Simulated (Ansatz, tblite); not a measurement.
Cost and result up the ladder for La(N(SiH3)2)3 (LaSi₆N₃H₁₈) (28 atoms). Charge 0, multiplicity 1. Geometry: PBE-D4/def2-SVP.

```xyz
28

La    0.445   -0.062    0.565
N    -1.763    0.167    1.429
Si   -1.518   -0.040    3.117
Si   -3.201    0.503    0.503
H    -1.783    1.147    4.007
H     0.024   -0.249    3.163
H    -2.102   -1.271    3.761
H    -4.223   -0.607    0.572
H    -2.778    0.654   -0.940
H    -3.888    1.780    0.923
N     0.667   -2.038   -0.748
Si    1.906   -2.887    0.084
Si   -0.288   -2.452   -2.145
H     1.531   -4.186    0.750
H     2.201   -1.901    1.252
H     3.226   -3.066   -0.622
H     0.534   -2.601   -3.403
H    -1.272   -1.326   -2.365
H    -1.076   -3.728   -1.964
N     1.145    1.879   -0.626
Si    0.494    2.441   -2.141
Si    2.429    2.464    0.354
H    -0.148    3.803   -2.041
H    -0.572    1.456   -2.561
H     1.527    2.505   -3.240
H     3.818    2.430   -0.230
H     2.437    1.401    1.490
H     2.227    3.785    1.053
```

Ansatz on 4 threads of Arm Neoverse V1 on a shared host; xTB runs through tblite on one thread. Times are rough, summed over both states, and most runs start from the orbitals of an earlier one. PBE0-D4/def2-SVP serves as the yardstick here, not as an exact answer. The other state is a triplet at its own geometry.

In the def2 sets La takes a core potential; there is no spin–orbit coupling. The xTB rows come from tblite. Correlated methods freeze 33 core orbitals; core or outer-core shells of La are correlated, in sets that lack core-valence functions.

Second-order perturbation terms are unreliable where d shells bring near-degenerate states, and here MP2/def2-SVP lies more than 0.4 eV from the median of the functionals without such a term.

Correlated methods converge slowly with the basis, most of all in double-zeta sets.

xTB has no spin-polarisation term.

```
           level  functions  wall time  triplet − singlet (eV)  difference from PBE0-D4/def2-SVP (eV)
        GFN2-xTB         93    0.086 s                    1.26                                  -2.62
        GFN1-xTB        111      0.1 s                    2.91                                  -0.97
 PBE-D4/def2-SVP        272       29 s                    3.26                                  -0.63
PBE0-D4/def2-SVP        272       52 s                    3.88                                   0.00
    MP2/def2-SVP        272       55 s                    4.73                                   0.85
```
